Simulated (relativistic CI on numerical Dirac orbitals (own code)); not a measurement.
## Slater and spin-orbit integrals, Pb XLIX

Calculated at this level of theory: Dirac-Coulomb-Breit CI, KLI orbitals optimised for each configuration, model QED, unscaled Slater integrals (own radial code, finite nucleus).

Slater integrals F^k, G^k are unscaled and averaged over j, outside the closed core [Ar] 3d10; ζ comes from projecting the Hamiltonian with its Breit term on Σ l·s of the shell.

- 4s²4p⁴: F^2(4p,4p) = 286330, ζ(4p) = 884530 cm⁻¹; <r>(4p) = 0.3537, <r^2>(4p) = 0.1419 (bohr units).
- 4s4p⁵: G^1(4s,4p) = 374730, ζ(4p) = 884050 cm⁻¹; <r>(4s) = 0.3437, <r^2>(4s) = 0.133, <r>(4p) = 0.3538, <r^2>(4p) = 0.1419 (bohr units).
- 4s²4p³4d: F^2(4p,4p) = 286280, ζ(4p) = 885480, F^2(4p,4d) = 282970, G^1(4p,4d) = 347650, G^3(4p,4d) = 223690, ζ(4d) = 111070 cm⁻¹; <r>(4p) = 0.3538, <r^2>(4p) = 0.1419, <r>(4d) = 0.3509, <r^2>(4d) = 0.1409 (bohr units).

Averages of the first 10 configurations, taken without configuration mixing, which lowers the lowest level and can move excited configurations by several eV; other configurations of the list can lie among them:

```
Configuration  Parity  States  Average energy above the lowest level (eV)
       4s²4p⁴    even      15                                       113.7
        4s4p⁵     odd      12                                       355.6
     4s²4p³4d     odd     200                                       377.5
          4p⁶    even       1                                       610.3
     4s²4p³4f    even     280                                       610.0
      4s4p⁴4d    even     300                                       613.9
      4s4p⁴4f     odd     420                                       846.7
        4p⁵4d     odd      60                                       863.0
   4s²4p²4d4f     odd    2100                                       874.8
     4s4p³4d²     odd    1800                                       875.9
```
